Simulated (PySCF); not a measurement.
**Excitation energy of Mn²⁺ by level of theory**

Mn²⁺ [Ar] 3d5 (6S) → Mn²⁺ [Ar] 3d4 4s1 (6D), as a difference of total energies. All numbers are calculated (PySCF 2.14, no relativity, point nucleus, in def2-TZVPPD (6s6p4d2f1g, 67 functions)). Correlated levels: valence: [Ar] frozen; valence and next inner shell: [Ne] frozen. The calculations carry no spin-orbit coupling.

```json
{"method": "UHF", "excitation energy (cm⁻¹)": "63243"}
{"method": "LDA", "excitation energy (cm⁻¹)": "67487"}
{"method": "PBE", "excitation energy (cm⁻¹)": "66018"}
{"method": "PBE0", "excitation energy (cm⁻¹)": "66908"}
{"method": "r2SCAN", "excitation energy (cm⁻¹)": "66991"}
{"method": "TPSSh", "excitation energy (cm⁻¹)": "66934"}
{"method": "r2SCAN0", "excitation energy (cm⁻¹)": "67331"}
{"method": "M06-2X", "excitation energy (cm⁻¹)": "66513"}
{"method": "revPBE", "excitation energy (cm⁻¹)": "66446"}
{"method": "MP2 (valence)", "excitation energy (cm⁻¹)": "67335"}
{"method": "SCS-MP2 (valence)", "excitation energy (cm⁻¹)": "64607"}
{"method": "MP2 (valence and next inner shell)", "excitation energy (cm⁻¹)": "68994"}
{"method": "SCS-MP2 (valence and next inner shell)", "excitation energy (cm⁻¹)": "66424"}
```

A first-order spin-orbit estimate (lowest level to lowest level, LS coupling) adds -0.065 eV.
